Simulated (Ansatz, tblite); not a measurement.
Forces on B6H⁺ at its PBE0-D4/def2-SVP geometry. Charge 1, multiplicity 1.

The xTB rows come from tblite. The restricted singlet is unstable towards broken spin symmetry in Hartree–Fock (as tested in another run); at PBE0-D4/def2-TZVP this wasn't settled. The structure comes from a short search, and lower isomers may exist.

GFN1-xTB (tblite), largest force 1.30 eV/Å:

```xyz
7
positions Å, forces eV/Å
B     0.088    1.138    1.435   -0.227    0.024    0.145
B     0.505   -0.574   -0.976    0.520   -0.150   -0.441
B     1.321    0.421   -0.040    0.198   -0.623   -0.914
B    -1.011   -1.026   -0.879    0.293    0.637    0.719
B     1.601    1.435    1.121   -0.399   -0.282   -0.174
B    -0.416    0.119    0.368   -1.097    0.155    0.676
H    -2.088   -1.513   -1.029    0.712    0.238   -0.011
```

GFN2-xTB (tblite), largest force 1.74 eV/Å:

```
B 1.063 -0.344 -0.917
B -0.485 0.402 0.757
B -0.047 -0.126 -0.180
B 0.245 0.526 0.597
B -1.532 -0.771 -0.273
B -0.118 0.056 0.080
H 0.873 0.255 -0.064
```

PBE0-D4/def2-TZVP (Ansatz), largest force 0.54 eV/Å:

```
B 0.179 -0.181 -0.303
B -0.160 0.143 0.266
B -0.126 -0.020 0.010
B 0.056 -0.004 -0.018
B -0.394 -0.312 -0.209
B 0.103 0.215 0.201
H 0.342 0.159 0.052
```
